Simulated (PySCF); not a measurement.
SnI, SMILES [Sn][I] (connectivity only; charge and spin as stated), neutral, multiplicity 2.

Geometry: B3LYP-D3(BJ)/def2-TZVP. The multiplicity is an assumed one; other spin states were not compared. The def2 effective core potentials stand for the cores of I, Sn; spin–orbit coupling is left out.

The numbers are results of B3LYP-D3(BJ)/def2-TZVP (PySCF 2.14.0), not measurements.

Frequencies are harmonic and unscaled.

Computed vibrational spectrum:
```json
[
 {"mode": "1", "ν (cm⁻¹)": "188", "IR (km/mol)": "21.1", "moving atoms (share of kinetic energy)": "Sn 52 %, I 48 %"}
]
```
